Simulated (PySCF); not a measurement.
Computed shifts of a molecule CH₈O₃Si₂, PBE/pcSseg-1 in PySCF, GIAO, gas phase, atoms alike by connectivity averaged where their shifts nearly agree, in ppm (number of nuclei): ¹³C: 4.2 (1). ²⁹Si: 5.5 (1), -25.7 (1). ¹H: 5.60 (1), 5.45 (1), 4.57 (1), 2.08 (1), 0.58 (3), 0.53 (1). References: ¹³C against TMS (σ = 182.0 ppm); ²⁹Si against TMS (σ = 335.4 ppm); ¹⁷O against H2O (σ = 334.3 ppm); ¹H against TMS (σ = 31.49 ppm), references at their B3LYP-D3(BJ)/def2-TZVP geometries, non-relativistic. The structure is a stationary point at TPSSh-D3(BJ)/def2-SVP. One conformer was computed; it need not be the lowest.

Q: Pick the molecule that these values belong to.
A. C[SiH2][Si](O)(O)O
B. C[Si](O)(O)[SiH2]O
C. C[SiH2]O[SiH](O)O
D. OC[SiH2][SiH](O)O

A: B, C[Si](O)(O)[SiH2]O
